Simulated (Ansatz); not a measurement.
All values below come from r2SCAN-D4/def2-SVP (Ansatz, a first-principles code). No frequencies were computed at this level.

Ansatz 0.2 input:
```yaml
crystal:
  periodic: [false, false, false]
  atoms:
    - { symbol: C, position_ang: [1.785744, -1.076711, -0.060391] }
    - { symbol: N, position_ang: [1.393439, 0.289525, 0.206258] }
    - { symbol: C, position_ang: [2.522551, 1.127992, 0.536516] }
    - { symbol: Ge, position_ang: [-0.088206, 0.978316, -0.603408] }
    - { symbol: N, position_ang: [-1.398167, -0.236689, -0.239675] }
    - { symbol: C, position_ang: [-2.597993, -0.304459, -1.041554] }
    - { symbol: C, position_ang: [-1.628367, -0.655217, 1.125439] }
    - { symbol: H, position_ang: [2.249743, -1.511637, 0.830244] }
    - { symbol: H, position_ang: [0.900363, -1.656702, -0.314614] }
    - { symbol: H, position_ang: [2.504571, -1.14861, -0.886681] }
    - { symbol: H, position_ang: [2.176398, 2.145737, 0.711765] }
    - { symbol: H, position_ang: [3.003298, 0.75893, 1.447552] }
    - { symbol: H, position_ang: [3.276756, 1.147895, -0.260534] }
    - { symbol: H, position_ang: [-0.184585, 2.373093, -0.004169] }
    - { symbol: H, position_ang: [-0.126176, 1.073806, -2.120969] }
    - { symbol: H, position_ang: [-3.407797, 0.315837, -0.636594] }
    - { symbol: H, position_ang: [-2.375039, 0.033277, -2.052873] }
    - { symbol: H, position_ang: [-2.95433, -1.338117, -1.087038] }
    - { symbol: H, position_ang: [-0.69715, -0.573549, 1.683192] }
    - { symbol: H, position_ang: [-2.393183, -0.045396, 1.623349] }
    - { symbol: H, position_ang: [-1.961873, -1.697319, 1.144185] }
basis:
  gaussian: { orbitals: def2-svp }
hamiltonian:
  xc: r2scan
  dispersion: d4
relax:
  max_steps: 150
```

Output:

```
Functional definition: r2SCAN
2139 factors; their error is unknown
mean field evaluation 1: about -63841.6738 eV, gradient 8.1e1 eV
mean field evaluation 2: about -63804.4728 eV, gradient 1.5e2 eV
mean field evaluation 4: about -63857.1613 eV, gradient 8.6e0 eV
mean field evaluation 8: about -63857.3221 eV, gradient 1.6e-1 eV
mean field evaluation 16: about -63857.2072 eV, gradient 3.2e-3 eV
mean field -63857.20724367 eV, -2346.7090822351 hartree, gradient 6.1e-6 eV, S^2 0.000000; 0 other end points of the search recorded, 0 dependent functions left out
reference -63857.20725715 eV, -2346.7090827304 hartree; 42, 42 occupied and 144, 144 virtual orbitals, 2139 factors
relax step   1: F+E_penalty+E_count = -63857.34670280 eV  Δ(F+E_penalty+E_count) = +0.000e0 eV  max|allowed force component| = 6.151e-1 eV/Å  Δτ_max = 0.0000 Å  (31 SCF iters, accepted)
these checks for a lower state are left out or cut short: starts, cluster_reference, orbital_swaps, neighbouring_geometries, increment
2139 factors; their error is unknown
mean field -63857.28142249 eV, -2346.7118082564 hartree, gradient 2.5e-5 eV, S^2 0.000000; 0 other end points of the search recorded, 0 dependent functions left out
reference -63857.28143607 eV, -2346.7118087558 hartree; 42, 42 occupied and 144, 144 virtual orbitals, 2139 factors
relax step   2: F+E_penalty+E_count = -63857.42045845 eV  Δ(F+E_penalty+E_count) = -7.376e-2 eV  max|allowed force component| = 2.620e-1 eV/Å  Δτ_max = 0.0515 Å  (29 SCF iters, accepted)
these checks for a lower state are left out or cut short: starts, cluster_reference, orbital_swaps, neighbouring_geometries, increment
2139 factors; their error is unknown
mean field evaluation 32: about -63857.2894 eV, gradient 2.2e-4 eV
mean field -63857.28944779 eV, -2346.7121031808 hartree, gradient 2.5e-5 eV, S^2 0.000000; 0 other end points of the search recorded, 0 dependent functions left out
reference -63857.28946143 eV, -2346.7121036820 hartree; 42, 42 occupied and 144, 144 virtual orbitals, 2139 factors
relax step   3: F+E_penalty+E_count = -63857.42817190 eV  Δ(F+E_penalty+E_count) = -7.713e-3 eV  max|allowed force component| = 1.050e-1 eV/Å  Δτ_max = 0.0440 Å  (29 SCF iters, accepted)
these checks for a lower state are left out or cut short: starts, cluster_reference, orbital_swaps, neighbouring_geometries, increment
2139 factors; their error is unknown
mean field -63857.29077232 eV, -2346.7121518563 hartree, gradient 2.5e-5 eV, S^2 0.000000; 0 other end points of the search recorded, 0 dependent functions left out
reference -63857.29078594 eV, -2346.7121523571 hartree; 42, 42 occupied and 144, 144 virtual orbitals, 2139 factors
relax step   4: F+E_penalty+E_count = -63857.42959984 eV  Δ(F+E_penalty+E_count) = -1.428e-3 eV  max|allowed force component| = 3.650e-2 eV/Å  Δτ_max = 0.0275 Å  (29 SCF iters, accepted)
these checks for a lower state are left out or cut short: starts, cluster_reference, orbital_swaps, neighbouring_geometries, increment
2139 factors; their error is unknown
mean field -63857.29160138 eV, -2346.7121823240 hartree, gradient 2.6e-5 eV, S^2 0.000000; 0 other end points of the search recorded, 0 dependent functions left out
reference -63857.29161500 eV, -2346.7121828245 hartree; 42, 42 occupied and 144, 144 virtual orbitals, 2139 factors
relax step   5: F+E_penalty+E_count = -63857.43041264 eV  Δ(F+E_penalty+E_count) = -8.128e-4 eV  max|allowed force component| = 2.403e-2 eV/Å  Δτ_max = 0.0353 Å  (30 SCF iters, accepted)
these checks for a lower state are left out or cut short: starts, cluster_reference, orbital_swaps, neighbouring_geometries, increment
2139 factors; their error is unknown
mean field -63857.29174067 eV, -2346.7121874425 hartree, gradient 2.5e-5 eV, S^2 0.000000; 0 other end points of the search recorded, 0 dependent functions left out
reference -63857.29175428 eV, -2346.7121879429 hartree; 42, 42 occupied and 144, 144 virtual orbitals, 2139 factors
relax step   6: F+E_penalty+E_count = -63857.43053928 eV  Δ(F+E_penalty+E_count) = -1.266e-4 eV  max|allowed force component| = 1.072e-2 eV/Å  Δτ_max = 0.0161 Å  (31 SCF iters, accepted)
these checks for a lower state are left out or cut short: starts, cluster_reference, orbital_swaps, neighbouring_geometries, increment
2139 factors; their error is unknown
mean field -63857.29176935 eV, -2346.7121884967 hartree, gradient 2.0e-5 eV, S^2 0.000000; 0 other end points of the search recorded, 0 dependent functions left out
reference -63857.29178297 eV, -2346.7121889970 hartree; 42, 42 occupied and 144, 144 virtual orbitals, 2139 factors
relax step   7: F+E_penalty+E_count = -63857.43055146 eV  Δ(F+E_penalty+E_count) = -1.218e-5 eV  max|allowed force component| = 1.883e-3 eV/Å  Δτ_max = 0.0034 Å  (23 SCF iters, accepted)
2139 factors; their error is unknown
mean field evaluation 64: about -63857.2918 eV, gradient 2.0e-5 eV
mean field -63857.29176935 eV, -2346.7121884967 hartree, gradient 2.0e-5 eV, S^2 0.000000; 1 other end points of the search recorded, 0 dependent functions left out
reference -63857.29178297 eV, -2346.7121889970 hartree; 42, 42 occupied and 144, 144 virtual orbitals, 2139 factors
Total energy: -63857.43056507 eV, -2346.7172891454 hartree
Atom 0 at     1.806579    -1.082301    -0.180390 Å, force     0.000915    -0.000284     0.000222 eV/Å
Atom 1 at     1.415767     0.265431     0.168072 Å, force    -0.001806     0.001525    -0.000921 eV/Å
Atom 2 at     2.508443     1.107123     0.594146 Å, force     0.000634    -0.000023     0.000366 eV/Å
Atom 3 at    -0.088210     0.978484    -0.602442 Å, force     0.000010    -0.000905     0.000491 eV/Å
Atom 4 at    -1.420209    -0.216047    -0.198671 Å, force     0.001517     0.001883    -0.001158 eV/Å
Atom 5 at    -2.575672    -0.363802    -1.051322 Å, force    -0.000576    -0.000450    -0.000088 eV/Å
Atom 6 at    -1.658900    -0.553314     1.186905 Å, force    -0.000863    -0.000424     0.000246 eV/Å
Atom 7 at     2.278823    -1.587637     0.684713 Å, force     0.000111    -0.000403    -0.000045 eV/Å
Atom 8 at     0.918474    -1.668653    -0.464737 Å, force     0.000007    -0.000020     0.000028 eV/Å
Atom 9 at     2.535036    -1.124768    -1.020359 Å, force     0.000131    -0.000421    -0.000038 eV/Å
Atom 10 at     2.141977     2.109079     0.869161 Å, force    -0.000144    -0.000195    -0.000225 eV/Å
Atom 11 at     3.004939     0.678838     1.487081 Å, force     0.000069     0.000135     0.000193 eV/Å
Atom 12 at     3.295827     1.236935    -0.181151 Å, force     0.000011    -0.000139     0.000003 eV/Å
Atom 13 at    -0.203634     2.385890     0.029400 Å, force     0.000244     0.000410     0.000512 eV/Å
Atom 14 at    -0.106540     1.054466    -2.147504 Å, force    -0.000243    -0.000222    -0.000590 eV/Å
Atom 15 at    -3.432462     0.279582    -0.751515 Å, force     0.000026    -0.000094     0.000113 eV/Å
Atom 16 at    -2.321929    -0.117405    -2.094756 Å, force     0.000158     0.000127     0.000278 eV/Å
Atom 17 at    -2.939556    -1.410051    -1.036588 Å, force    -0.000049    -0.000131    -0.000198 eV/Å
Atom 18 at    -0.727574    -0.444920     1.765069 Å, force    -0.000014    -0.000033     0.000014 eV/Å
Atom 19 at    -2.440250     0.078880     1.664219 Å, force    -0.000078    -0.000178     0.000393 eV/Å
Atom 20 at    -1.990933    -1.605807     1.280670 Å, force    -0.000059    -0.000157     0.000405 eV/Å
Dipole moment:     0.001472    -0.016005     0.009909 e Å
```

Cost: about 110 core-seconds (a rough figure).
